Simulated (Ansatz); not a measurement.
Isolated molecules relaxed with PBE0-D4/def2-TZVP in Ansatz; ΔE leaves out vibrations. CBS: MP2 limit from def2 TZ/QZ plus the TZ coupled-cluster correction, frozen cores. This one scheme is used for every species. Functionals use def2-TZVPP. B3LYP here is the variant with VWN-RPA as its local correlation; programs differ in this. HSE06 is defined as in plane-wave codes. Each species was taken in one conformer, which may not be the lowest.

Consider the formal exchange of groups at the Al–O bond: `C[O][Al]([OH])[SH]` + CH₄ → `[CH3][Al]([OH])[SH]` + CH₃OH.

| level | ΔE (kJ/mol) | difference from CCSD(T)/CBS |
| --- | --- | --- |
| LDA (SPW92) | 117.3 | -9.9 |
| PBE-D4 | 117.6 | -9.6 |
| revPBE-D4 | 118.6 | -8.6 |
| PBE0-D4 | 120.1 | -7.1 |
| BHLYP-D4 | 136.1 | 8.9 |
| ωB97X-V | 126.7 | -0.5 |
| PBE | 116.0 | -11.2 |
| B3LYP | 129.3 | 2.1 |
| HSE06 | 118.4 | -8.8 |
| BHLYP | 134.1 | 6.9 |
| RPA@PBE/def2-TZVPP | 127.1 | -0.1 |
| HF/def2-QZVPP | 140.2 | 13.0 |
| MP2/def2-QZVPP | 131.2 | 4.0 |
| HF/CBS(def2) | 140.3 | 13.1 |
| MP2/CBS(def2) | 130.3 | 3.1 |
| CCSD/CBS(def2) | 128.5 | 1.3 |
| CCSD(T)/CBS | 127.2 | 0 |

Largest T1 diagnostic among the species: 0.012.

Leaving LDA and LC-ωPBE aside and taking each functional with its dispersion term where it has one, the values spread over 18.6 kJ/mol, from PBE-D4 to BHLYP-D4. At CCSD(T), def2-SVP lies +5.8 kJ/mol from the extrapolated value and def2-TZVPP +1.4 kJ/mol.
